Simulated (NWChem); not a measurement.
Species: H$_{2}$BO$_{3}$ anion

```xyz
6

O      0.0000     0.0000    -1.4838
B      0.0000     0.0000    -0.2033
O     -0.0009    -1.2125     0.6108
O      0.0009     1.2125     0.6108
H      0.0174    -1.0419     1.5565
H     -0.0174     1.0419     1.5565
```
Atoms are numbered in this order, from 1.

Program: NWChem. Pople sets run with spherical d functions. Sets without diffuse functions describe the anion's extra electron poorly. Geometry: optimised at B3LYP/def2-SVPD. The highest occupied level is positive in some or all of these runs, so the extra electron may be held by the finite basis. B3LYP is NWChem's, with the RPA form of VWN correlation. Total energies compare along this basis series because the functional is fixed.

| level | basis functions | energy (Ha) | highest occupied level (eV) | orbital gap (eV) |
|---|---|---|---|---|
| B3LYP/STO-3G | 22 | -248.2112 | 6.11 | 9.34 |
| B3LYP/3-21G | 40 | -250.4542 | 1.12 | 6.19 |
| B3LYP/6-31G* | 60 | -251.8487 | 0.62 | 5.74 |
| B3LYP/6-31+G* | 76 | -251.9017 | -0.69 | 3.90 |
| B3LYP/6-311G** | 84 | -251.9551 | 0.13 | 4.78 |
| B3LYP/6-311++G** | 102 | -251.9875 | -0.73 | 3.60 |
